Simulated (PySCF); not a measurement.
## SMILES c1ccc(-c2cccs2)cc1, C₁₀H₈S

Molfile (atoms numbered from 1):
```
C10H8S
     RDKit          3D

 19 20  0  0  0  0  0  0  0  0999 V2000
   -3.1126    0.2544   -0.0599 C   0  0  0  0  0  0  0  0  0  0  0  0
   -2.3833    0.9367    0.9122 C   0  0  0  0  0  0  0  0  0  0  0  0
   -0.9949    0.8565    0.9343 C   0  0  0  0  0  0  0  0  0  0  0  0
   -0.2971    0.0920   -0.0147 C   0  0  0  0  0  0  0  0  0  0  0  0
    1.1650    0.0020    0.0019 C   0  0  0  0  0  0  0  0  0  0  0  0
    2.0002   -0.6960   -0.8455 C   0  0  0  0  0  0  0  0  0  0  0  0
    3.3759   -0.5535   -0.5280 C   0  0  0  0  0  0  0  0  0  0  0  0
    3.5816    0.2530    0.5605 C   0  0  0  0  0  0  0  0  0  0  0  0
    2.1024    0.8389    1.1989 S   0  0  0  0  0  0  0  0  0  0  0  0
   -1.0468   -0.5897   -0.9880 C   0  0  0  0  0  0  0  0  0  0  0  0
   -2.4346   -0.5093   -1.0098 C   0  0  0  0  0  0  0  0  0  0  0  0
   -4.2029    0.3169   -0.0779 H   0  0  0  0  0  0  0  0  0  0  0  0
   -2.8995    1.5392    1.6633 H   0  0  0  0  0  0  0  0  0  0  0  0
   -0.4410    1.3991    1.7051 H   0  0  0  0  0  0  0  0  0  0  0  0
    1.6366   -1.2985   -1.6780 H   0  0  0  0  0  0  0  0  0  0  0  0
    4.1840   -1.0300   -1.0844 H   0  0  0  0  0  0  0  0  0  0  0  0
    4.5261    0.5356    1.0231 H   0  0  0  0  0  0  0  0  0  0  0  0
   -0.5370   -1.1931   -1.7410 H   0  0  0  0  0  0  0  0  0  0  0  0
   -2.9928   -1.0498   -1.7781 H   0  0  0  0  0  0  0  0  0  0  0  0
  1  2  2  0
  2  3  1  0
  3  4  2  0
  4  5  1  0
  5  6  2  0
  6  7  1  0
  7  8  2  0
  8  9  1  0
  4 10  1  0
 10 11  2  0
 11  1  1  0
  9  5  1  0
  1 12  1  0
  2 13  1  0
  3 14  1  0
  6 15  1  0
  7 16  1  0
  8 17  1  0
 10 18  1  0
 11 19  1  0
M  END
```

The calculation used PySCF, quadratic response CAM-B3LYP/aug-cc-pVDZ first hyperpolarisability, Taylor convention, gas phase. Geometry: PBE0-D3(BJ)/def2-SVP.

Problem. Give the tensor of the second harmonic β(−2ω;ω,ω) at 1907 nm in the axes of these coordinates.

Solution. In au, Taylor convention; rows are the first index (the induced dipole):
|  | xx | yy | zz | xy | xz | yz |
| --- | --- | --- | --- | --- | --- | --- |
| x | +337.2 | -5.8 | -6.8 | -32.9 | -10.6 | +1.0 |
| y | -30.8 | -18.6 | +3.8 | -5.2 | +2.3 | -2.9 |
| z | -7.8 | -2.9 | -19.4 | +2.1 | -5.4 | +3.7 |

Norm of βᵢ = ⅓ Σⱼ (βᵢⱼⱼ + βⱼᵢⱼ + βⱼⱼᵢ): 330.9 au, hyper-Rayleigh value 139.8 au.
